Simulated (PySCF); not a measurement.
C4H10AlCl: core ionisation energies

Species: AlEt2Cl, C₄H₁₀AlCl.
Cartesian coordinates in Å at the PBE0-D3(BJ)/def2-SVP level; atoms count from 1:
```xyz
16
C4H10AlCl angstrom
Al    -0.1330   -0.2760   -0.0822
C      1.7704   -0.3921    0.3550
C      2.2280   -1.6224    1.1390
H      2.0693    0.5389    0.8705
H      2.2981   -0.3476   -0.6188
H      3.3229   -1.6526    1.2629
H      1.7891   -1.6474    2.1494
H      1.9261   -2.5577    0.6424
C     -1.1707    1.3618   -0.3351
C     -2.5046    1.2276   -1.0686
H     -0.5226    2.1164   -0.8181
H     -1.3382    1.7643    0.6842
H     -3.0565    2.1812   -1.1063
H     -2.3674    0.8908   -2.1083
H     -3.1603    0.4868   -0.5850
Cl    -1.1850   -2.1062   -0.3145
```

Method used: delta-SCF UKS SCAN, pcX-2 on the ionised atom, pcseg-1 elsewhere, spin-free X2C (PySCF). These are vertical core ionisation energies against the vacuum level, from separate self-consistent calculations with and without the core hole.

Task: What binding energy does each computed site have?

Result: 
| atom(s) | bonded to | level | binding energy (eV) | 2p1/2 (eV) | above the level's lowest (eV) | count |
| --- | --- | --- | --- | --- | --- | --- |
| Al1 | Cl and 2 C | Al 1s | 1566.91 | – | 0.00 | 1 |
| C2/C9 | C, 2 H and Al | C 1s | 289.87 | – | 0.00 | 2 |
| C3/C10 | C and 3 H | C 1s | 290.61 | – | +0.74 | 2 |
| Cl16 | Al | Cl 2p3/2 | 205.24 | 206.90 | 0.00 | 1 |
| Cl16 | Al | Cl 1s | 2827.83 | – | 0.00 | 1 |

Lowest listed C 1s: C2/C9, bonded to C, 2 H and Al. Highest, 0.74 eV above it: C3/C10, bonded to C and 3 H.

Task: Give the binding energy of C 1s of C3/C10 in hartree and in kJ/mol.

Result: 290.61 eV = 10.6797 Eh = 28040 kJ/mol.

Task: Which effective nuclear charge Zeff reproduces each element's mean 1s value in the hydrogen-like formula E = 13.606 eV × Zeff²?

Result: C (Z = 6): mean 290.2 eV, Zeff = 4.62, Z − Zeff = 1.38; Al (Z = 13): mean 1566.9 eV, Zeff = 10.73, Z − Zeff = 2.27; Cl (Z = 17): mean 2827.8 eV, Zeff = 14.42, Z − Zeff = 2.58. Means run over the listed sites, weighted by atom count.

Topologically equivalent atoms share the value of their first member; where this conformer doesn't relate them by symmetry, their own values could differ. 2p3/2 and 2p1/2 are the ΔSCF energy of one spin-free 2p hole plus the eigenvalues of a spin–orbit and ligand-field matrix of the shell. 2p1/2 minus 2p3/2 (ligand field included): Cl 1.65 eV. Geometry: PBE0-D3(BJ)/def2-SVP, one conformer, isolated molecule.
